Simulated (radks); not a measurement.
Polarisability of the molybdenum ion Mo+, [Kr] 4d5, at imaginary frequency. Calculated with a radial shooting solver on a logarithmic mesh with Libxc functionals: non-relativistic Kohn-Sham, LDA (Slater exchange, Perdew-Wang correlation), spin-polarised, spherical densities, point nucleus; open shells are filled with parallel spins first (spin-orbit coupling, left out, can overturn this in heavy ions); relativity is left out, which matters for an element this heavy. Response by self-consistent Sternheimer equations with the Hartree and adiabatic LDA kernel.

w (hartree),alpha1(iw) (bohr^3)
0.00266,20.87
0.0143,20.82
0.0360,20.54
0.0697,19.72
0.118,18.04
0.186,15.53
0.280,12.67
0.413,9.887
0.605,7.363
0.892,5.143
1.35,3.270
2.12,1.804
3.59,0.8125
6.94,0.2825
17.5,0.06643

Static values: alpha1 = 20.87 bohr^3 (3.093 angstrom^3; uncoupled 29.77). C6 = 135.4, triple-dipole C9 = 1851 atomic units. One-pole (London) frequency 4 C6 / (3 alpha1^2) = 0.414 hartree, against 0.430 for minus the highest occupied eigenvalue. The dipole shielding factor is 0.977, as the force sum rule N/Z = 0.976 demands.
